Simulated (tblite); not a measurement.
**Question.** What does the GFN2-xTB structure of `CC1=C[C@@H]2C=C(CF)[C@H]12` look like in three dimensions?

**Answer.** 
```
atom  x, y, z in Å
C1     1.7926    1.4700   -0.6700
C2     1.2602    0.1681   -0.2075
C3     1.4096   -1.1137   -0.5392
C4     0.4122   -1.6175    0.4814
C5    -1.0271   -1.5560    0.0191
C6    -1.1799   -0.2752    0.3524
C7    -2.2506    0.7452    0.2354
F8    -3.3847    0.2222   -0.3362
C9     0.2344   -0.1213    0.8747
H10    2.5175    1.3251   -1.4673
H11    2.2736    1.9971    0.1541
H12    0.9815    2.0991   -1.0373
H13    1.9749   -1.6406   -1.2838
H14    0.7106   -2.3934    1.1764
H15   -1.6525   -2.2871   -0.4547
H16   -2.5418    1.1352    1.2200
H17   -1.9290    1.5795   -0.4024
H18    0.3898    0.2697    1.8733
```

Any rigid rotation of these coordinates is as good. Atoms count from 1 in this order. The 4-membered ring C2–C3–C4–C9 has internal angles of 85.7° to 94.5° (sum 360°, against 360° for a flat polygon); it is planar, 0.00 Å rms from its mean plane, widest ring torsion 0°. The 9 C–C bonds span 1.332 Å (C5=C6, drawn double) to 1.557 Å (C4–C9, drawn single), a spread of 0.225 Å. The 4-membered ring C4–C5–C6–C9 has internal angles of 85.5° to 94.4° (sum 360°, against 360° for a flat polygon); it is planar, 0.00 Å rms from its mean plane, widest ring torsion 0°.

Bonds between heavy atoms (Å): C1–C2 1.481, C2=C3 1.332, C3–C4 1.513, C4–C5 1.513, C5=C6 1.332, C6–C7 1.484, C7–F8 1.373, C6–C9 1.516, C2–C9 1.519, C4–C9 1.557.

Computed geometry: GFN2-xTB, gas phase.

Point group: C1 (no symmetry element, even within 0.4 Å). Its GFN2-xTB frequencies are all real (lowest 42 cm⁻¹). One conformer, not necessarily the lowest (C5–C6–C7–F8 2°). 2 starts were optimised and ended at 0.00 and 0.26 kcal/mol (GFN2-xTB); the lowest of these is shown.

On one thread, Arm Neoverse N1 (aarch64), no GPU, shared host, this took 0.84 s of wall time. These figures are those of the optimisation.
